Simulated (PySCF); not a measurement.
Be(Br)(OSiH3), SMILES [Br][Be][O][SiH3] (H3BeBrOSi), PBE0/def2-SVP optimised geometry.

```
7

Be    -0.81     0.03     0.00
Br    -2.76     0.03     0.00
O      0.60     0.03     0.00
Si     2.26     0.04    -0.01
H      2.76    -1.21    -0.65
H      2.77     0.12     1.39
H      2.75     1.21    -0.78
```

Density from PBE0/def2-TZVP in PySCF at that geometry.

Minimum of the electron density along straight lines between bonded atoms, close to the bond critical point (lines longer than 1.1 times the sum of covalent radii, or with two minima, are not listed):

```json
[
 {"bond": "Be1–Br2", "length / Å": "1.958", "ρ at the minimum / e bohr⁻³": "0.078", "∇²ρ there / e bohr⁻⁵": "___", "position (fraction from the first atom)": "0.30"},
 {"bond": "Be1–O3", "length / Å": "1.408", "ρ at the minimum / e bohr⁻³": "0.135", "∇²ρ there / e bohr⁻⁵": "___", "position (fraction from the first atom)": "0.36"},
 {"bond": "O3–Si4", "length / Å": "1.655", "ρ at the minimum / e bohr⁻³": "0.131", "∇²ρ there / e bohr⁻⁵": "___", "position (fraction from the first atom)": "0.59"},
 {"bond": "Si4–H5", "length / Å": "1.493", "ρ at the minimum / e bohr⁻³": "0.122", "∇²ρ there / e bohr⁻⁵": "0.14", "position (fraction from the first atom)": "0.49"},
 {"bond": "Si4–H6", "length / Å": "1.493", "ρ at the minimum / e bohr⁻³": "0.122", "∇²ρ there / e bohr⁻⁵": "0.14", "position (fraction from the first atom)": "0.49"},
 {"bond": "Si4–H7", "length / Å": "1.493", "ρ at the minimum / e bohr⁻³": "0.122", "∇²ρ there / e bohr⁻⁵": "0.14", "position (fraction from the first atom)": "0.49"}
]
```

**Question.** Fill in the missing entries.

**Answer.** 
- Be1–Br2, ∇²ρ there / e bohr⁻⁵: 0.26
- Be1–O3, ∇²ρ there / e bohr⁻⁵: 1.22
- O3–Si4, ∇²ρ there / e bohr⁻⁵: 0.80
